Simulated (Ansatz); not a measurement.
Br2Ge (SMILES [Br][Ge][Br]) moved off its minimum; all values from Ansatz (a first-principles code), cores frozen in correlated methods.
(charge 0, multiplicity 1)
```xyz
3

Ge    -0.01854     0.04941     1.07701
Br     1.09767    -1.53897    -0.50009
Br    -0.90671     1.49167    -0.52110
```

```
level                largest force (eV/Å)  on atom  rms difference from CCSD(T)/aug-cc-pVTZ (eV/Å)  dipole (D)
-------------------  --------------------  -------  ----------------------------------------------  ----------
HF/def2-TZVPP                        1.41      Ge1                                           0.106        2.96
PBE/def2-TZVPP                       1.19      Ge1                                           0.065        2.33
r2SCAN/def2-TZVPP                    1.38      Ge1                                           0.120        2.38
B3LYP/def2-TZVPP                     1.19      Ge1                                           0.075        2.60
wB97M-V/def2-TZVPP                   1.48      Ge1                                           0.188        2.77
MP2/aug-cc-pVTZ                      1.37      Ge1                                           0.081        2.55
CCSD(T)/aug-cc-pVTZ                  1.28      Ge1                                           0.000        2.46
```

The differences count from one level among others, with limits of its own. Forces at CCSD(T)/aug-cc-pVTZ (eV/Å):

```tsv
atom	Fx	Fy	Fz
Ge1	0.607	-0.872	-0.722
Br2	-0.481	0.678	0.799
Br3	-0.126	0.195	-0.077
```
